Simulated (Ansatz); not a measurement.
Born–Oppenheimer molecular dynamics of C$_{2}$H$_{5}$NSi (9 atoms, charge 0, multiplicity 1). It starts from a relaxed structure.

Computed with Ansatz 0.2.0, RKS PBE-D4/def2-SVP.

```
ensemble                      : NVE (velocity Verlet)
time step                     : 0.5 fs
steps asked                   : 100
starting velocities drawn for : 400 K
masses                        : H 10 u
seed                          : 581605
```

First frame:

```xyz
9
Properties=species:S:1:pos:R:3
C -0.097 1.854 -1.265
C 0.267 0.741 -0.642
N 0.663 -0.283 -0.098
Si 0.026 -1.476 1.030
H -0.573 1.806 -2.255
H 0.080 2.834 -0.800
H 0.076 -2.805 0.337
H -1.384 -1.181 1.473
H 0.942 -1.491 2.218
```

Problem. How far do the bonds stretch over the last three quarters of this one trajectory? (Pairs bonded in most of those frames.)

Solution. 
```
  bond  mean (Å)  spread (Å)  shortest  longest
 C1–C2     1.326       0.013      1.30     1.35
 C1–H5     1.105       0.023      1.05     1.13
 C1–H6     1.101       0.034      1.05     1.16
 C2–N3     1.226       0.010      1.20     1.24
N3–Si4     1.780       0.060      1.70     1.86
Si4–H7     1.506       0.038      1.45     1.57
Si4–H8     1.519       0.034      1.45     1.56
Si4–H9     1.497       0.015      1.48     1.53
```

Mean temperature of the second half: 185 K. The conserved energy stayed within 0.045 meV per atom of its start (net change 0.04 meV per atom), so the integration is sound. A run of 0.05 ps of so small a system gives no equilibrium averages.

Time of the run: 5.6 min on 1 thread of Arm Neoverse N1 (shared host), peak memory 0.11 GiB.
